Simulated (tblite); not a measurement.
CH₁₀N₂Si₂.
Cartesian coordinates in Å at the GFN2-xTB level; atoms count from 1:
```xyz
15
CH10N2Si2 angstrom
N     -2.0145   -0.9646    0.2180
C     -1.8829    0.3834   -0.3271
Si    -0.1339    0.6232   -1.0461
N      0.9378   -0.1275    0.0759
Si     2.6635   -0.0654    0.1818
H     -1.8887   -1.6464   -0.5223
H     -2.9435   -1.1053    0.6045
H     -2.6421    0.6117   -1.0898
H     -2.0523    1.0811    0.4953
H      0.1532    2.0528   -1.2070
H     -0.0406   -0.0424   -2.3556
H      0.4637   -0.6239    0.8150
H      3.0664   -1.2086    1.0025
H      3.1990   -0.1472   -1.1767
H      3.1104    1.1869    0.8039
```

Method: GFN2-xTB as coded in tblite; computed harmonic values from a numerical Hessian at the method's own geometry, unscaled. Against measured fundamentals such values can be off by several per cent, at times by over 20. Modes of hydrogen on silicon can be 10 to 20 % off. One conformer, not necessarily the lowest.

Harmonic wavenumbers (cm⁻¹): 29.1, 53.9, 78.9, 118.3, 198.6, 263.7, 297.7, 321.5, 507.0, 551.1, 570.3, 596.7, 667.8, 723.5, 738.4, 759.5, 792.9, 800.2, 804.7, 834.4, 963.4, 1002.9, 1083.8, 1102.3, 1199.5, 1251.2, 1337.9, 1496.6, 1575.1, 2174.3, 2204.7, 2225.3, 2246.8, 2259.3, 2841.8, 2971.0, 3366.0, 3406.2, 3452.8.

A = 6711, B = 1371, C = 1203 MHz; mass 106.038 u (most abundant isotopes); point group C1, symmetry number 1.

**Question.** What is the zero-point energy?

**Answer.** Half the sum of the wavenumbers: 23935 cm⁻¹ = 286.32 kJ/mol.

**Question.** Give the ideal-gas entropy at 350 K and 1 bar in the rigid-rotor, harmonic-oscillator model (classical rotation).

**Answer.** Translation 170.35, rotation 118.17, vibration 139.34: S = 427.9 J/(mol K).

**Question.** And Cp and H(350 K) − H(0)?

**Answer.** Cp = 163.30 J/(mol K), of which vibrations give 130.05 (their classical limit is 39 R = 324.3); H(350 K) − H(0) = 35.49 kJ/mol without the zero-point energy, 23.85 from vibrations.

**Question.** Which modes carry the vibrational entropy at 350 K?

**Answer.** 29.1 cm⁻¹: 25.97; 53.9 cm⁻¹: 20.86; 78.9 cm⁻¹: 17.71; 118.3 cm⁻¹: 14.39; 198.6 cm⁻¹: 10.23; 263.7 cm⁻¹: 8.04 J/(mol K); the other 33 give 42.13 together.

**Question.** Blend soft modes into free rotors: weight 1/[1 + (100 cm⁻¹/ν̃)⁴] for the oscillator and the rest for a rotor with moment μB/(μ + B), μ = h/(8π²ν), B = 10⁻⁴⁴ kg m². What vibrational entropy results?

**Answer.** 122.14 J/(mol K) in place of 139.34, which changes −T·S at 350 K by +6.02 kJ/mol.

**Question.** How do the functions run with temperature in this model?

**Answer.** 
```tsv
T (K)	S (J/(mol K))	Cp (J/(mol K))	H − H(0) (kJ/mol)	G − H(0) (kJ/mol)	ln q(vib)
50	243.9	58.2	2.27	-9.92	0.95
100	289.7	75.5	5.62	-23.34	2.39
298.15	403.1	146.2	27.45	-92.72	7.34
373.15	438.5	170.4	39.35	-124.29	9.10
500	493.2	203.1	63.13	-183.46	12.00
750	584.6	247.7	119.90	-318.58	17.34
1000	660.2	277.0	185.72	-474.46	22.16
```

q(vib) and H(0) count from the zero-point level.

Hindered rotation and anharmonicity are outside this model. Other conformers, if any are populated, would add a mixing term that is left out. The structure is chiral; the term R ln 2 for an equal mix with its mirror image is left out.

Hardware: one thread, Arm Neoverse N1 (aarch64), shared host with 64 logical CPUs at a one-minute load of 62. Cost: 0.71 s wall. This covers the Hessian and the dipole derivatives.
